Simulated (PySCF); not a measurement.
**Magnetic susceptibility: `InChI=1S/C6H7Br/c7-6-4-2-1-3-5-6/h1-2,4H,3,5H2`**

Geometry (Å), atoms numbered from 1 in this order:
```xyz
14

Br    3.0162   -0.6648    0.9842
C     1.2701   -0.1163    0.4507
C     1.0192    1.1488    0.1186
C    -0.3316    1.5333   -0.2431
C    -1.2537    0.6100   -0.5099
C    -0.9121   -0.8504   -0.4887
C     0.1937   -1.1546    0.5246
H     1.7921    1.9014    0.1139
H    -0.5523    2.5883   -0.2972
H    -2.2531    0.8845   -0.8113
H    -0.5819   -1.1354   -1.4954
H    -1.7945   -1.4481   -0.2570
H    -0.2164   -1.1473    1.5426
H     0.6035   -2.1498    0.3459
```

Method: PySCF 2.14.0, GIAO PBE/pcSseg-1 magnetisability, rotational g tensor and spin-rotation constants, non-relativistic, gas phase. Geometry: GFN2-xTB.

The calculation is non-relativistic, which matters for the atoms heavier than Zn.

What are the magnetisability and the molar susceptibility?

Isotropic -1256 × 10⁻³⁰ J/T², or -75.6 × 10⁻⁶ cm³/mol; principal values -1354, -1227, -1187 × 10⁻³⁰ J/T², anisotropy 151 × 10⁻³⁰ J/T² (root of half the summed squared differences of the principal values). The susceptibility is in cgs units.

Split it along the inertial axes a, b, c into diamagnetic and paramagnetic parts about the centre of mass, with the quadrupole moment.


| axis | χ (10⁻⁶ cm³/mol) | diamagnetic (10⁻⁶ cm³/mol) | paramagnetic (10⁻⁶ cm³/mol) | summed x² of all electrons (Å²) | quadrupole Θ (D Å) |
| --- | --- | --- | --- | --- | --- |
| a | -76.2 | -361.6 | 285.3 | 279.3 | +2.10 |
| b | -71.7 | -1257.0 | 1185.3 | 68.3 | +3.36 |
| c | -78.9 | -1474.8 | 1395.8 | 16.9 | -5.46 |

Anisotropies 2χaa − χbb − χcc = -1.9 and 2χbb − χaa − χcc = +11.8 × 10⁻⁶ cm³/mol. Θ is traceless in Buckingham's convention.

And the rotational g tensor?


```
axis  rotational constant (GHz)        g  nuclear part  electronic part
   a                     5.0484  -0.0457        0.6310          -0.6767
   b                     0.9565  -0.0111        0.5216          -0.5326
   c                     0.8205  -0.0047        0.5334          -0.5381
```
Asymmetric top; isotopes 79Br, 12C, 1H; no vibrational averaging.
